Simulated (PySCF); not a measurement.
The numbers below are computed, except where a source is named.
A d2 ion sits in a regular tetrahedral field with 10Dq = 5645 cm⁻¹, B = 886 cm⁻¹ and C = 3400 cm⁻¹.

Which are the lowest 8 multiplets of ligand-field theory, and at what energies?


| state | E / cm⁻¹ | E/B | CASSCF root / cm⁻¹ |
| --- | --- | --- | --- |
| 3A2 | 0 | 0.0 | 0 |
| 3T2 | 5645 | 6.4 | 6084 |
| 3T1 | 9671 | 10.9 | 10323 |
| 1E | 13161 | 14.8 | 13612 |
| 1T2 | 18320 | 20.7 | 18941 |
| 3T1 | 20559 | 23.2 | 21093 |
| 1A1 | 20903 | 23.6 | 21753 |
| 1T1 | 23081 | 26.0 | 23418 |

Δ/B = 6.4 on the Tanabe–Sugano diagram. The parameters were fitted to the CASSCF roots of [VCl4]-, shown in the last column; over these levels the model misses the roots by 539 cm⁻¹ rms. CASSCF lacks dynamic correlation, so its B and C lie well above those fitted to measured bands.
